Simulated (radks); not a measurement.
Question: The mean radii <r> (bohr) of the occupied orbitals of an atom or ion are listed with their occupations. Method: Dirac Kohn-Sham, PBEsol, spin-unpolarised, spherical densities, point nucleus; computed with a radial shooting solver on a logarithmic mesh with Libxc functionals.

orbital      occ.      <r>
1s1/2           2  0.03186
2s1/2           2   0.1380
2p1/2           2   0.1172
2p3/2           4   0.1221
3s1/2           2   0.3792
3p1/2           2   0.3713
3p3/2           4   0.3821
3d3/2           4   0.3555
3d5/2           6   0.3590
4s1/2           2   0.9353
4p1/2     1.66667    1.001
4p3/2     3.33333    1.030
4d3/2         3.2    1.298
4d5/2         4.8    1.312
5p1/2    0.333333    2.917
5p3/2    0.666667    2.993

Name the element and its charge. Open shells, if any, are shared by 2j + 1.

Answer: Z = 46, palladium, charge +2: Pd2+ in [Ar] 3d10 4s2 4p5 4d8 5p1. The 1s radius gives Z: for a bare nucleus <r> = (2 gamma + 1)/(2Z) with gamma = sqrt(1 - (Z/c)^2), 0.03135 bohr for Z = 46, and screening makes it slightly larger (0.03186 here). The occupations add up to 44, and the charge is Z minus that.
